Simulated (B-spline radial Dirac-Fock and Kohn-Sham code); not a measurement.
# Two-hole binding energies of Kr¹²⁺

System: krypton as Kr¹²⁺, [Ar] 3d6.

Model: Dirac-Fock (average of configuration) total-energy differences with a finite nucleus, the Breit interaction including its frequency dependence, and self-energy and vacuum-polarisation corrections. Program: a radial B-spline solver. U is the two-hole binding energy less the two single-hole energies, the effective repulsion of the holes after relaxation. Each two-hole energy is an average over J within one jj subconfiguration.

| holes | E(a) (eV) | E(b) (eV) | E(ab) (eV) | U (eV) |
| --- | --- | --- | --- | --- |
| 1s⁻² | 14668.4 | 14668.4 | 29894.9 | 558.1 |
| 1s⁻¹ 2p3/2⁻¹ | 14668.4 | 2019.3 | 16847.8 | 160.2 |
| 1s⁻¹ 3p1/2⁻¹ | 14668.4 | 519.9 | 15248.2 | 59.9 |
| 1s⁻¹ 3p3/2⁻¹ | 14668.4 | 510.8 | 15237.8 | 58.6 |
| 2s⁻² | 2269.9 | 2269.9 | ? | ? |
| 2s⁻¹ 2p3/2⁻¹ | 2269.9 | 2019.3 | 4387.8 | 98.6 |
| 2p1/2⁻¹ 2p3/2⁻¹ | 2072.3 | 2019.3 | 4208.2 | 116.6 |
| 2p3/2⁻² | 2019.3 | 2019.3 | 4156.3 | 117.7 |
| 2s⁻¹ 3p1/2⁻¹ | 2269.9 | 519.9 | 2842.9 | 53.0 |
| 2s⁻¹ 3p3/2⁻¹ | 2269.9 | 510.8 | 2833.2 | 52.4 |
| 2p1/2⁻¹ 3s⁻¹ | 2072.3 | 592.6 | 2717.7 | 52.8 |
| 2p3/2⁻¹ 3s⁻¹ | 2019.3 | 592.6 | 2664.6 | 52.7 |
| 2p1/2⁻¹ 3p3/2⁻¹ | 2072.3 | 510.8 | 2636.9 | 53.8 |
| 3p3/2⁻² | 510.8 | 510.8 | 1064.1 | 42.5 |

Problem. Give the missing two-hole energy and U.

Solution. E(ab) = 4646.2 eV and U = 106.3 eV.

Values without a named source are computed, but for edge energies of neutral atoms, which are taken from tables.
